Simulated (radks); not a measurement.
Question: Valence configurations of Cd II (all share [Kr]). Calculated with a radial shooting solver on a logarithmic mesh with Libxc functionals: scalar-relativistic Kohn-Sham, r2SCAN, spin-polarised, spherical densities, finite nucleus; open shells are filled with parallel spins first (spin-orbit coupling, left out, can overturn this in heavy ions); meta-GGA in the generalised Kohn-Sham scheme; Fermi nuclear charge, rms radius 4.6087 fm. Order these by energy: 4d8 5s2 5p1; 4d9 5s0.5 5p1.5; 4d9 5s1 5p1; 4d9 5s2; 4d10 5s1; 4d10 5p1; 4d7 5s2 5p2; 4d9.5 5s1 5p0.5; 4d10 5s0.5 5p0.5.

Answer: From the lowest, in eV above it: 4d10 5s1 0.000; 4d10 5s0.5 5p0.5 3.026; 4d10 5p1 5.979; 4d9.5 5s1 5p0.5 6.915; 4d9 5s2 9.372; 4d9 5s1 5p1 14.448; 4d9 5s0.5 5p1.5 17.863; 4d8 5s2 5p1 27.038; 4d7 5s2 5p2 47.325. NIST lists [Kr] 4d10 5s1 as the ground configuration; this level of theory agrees among the configurations tried. The energies are those of spherical high-spin densities, not of single terms.
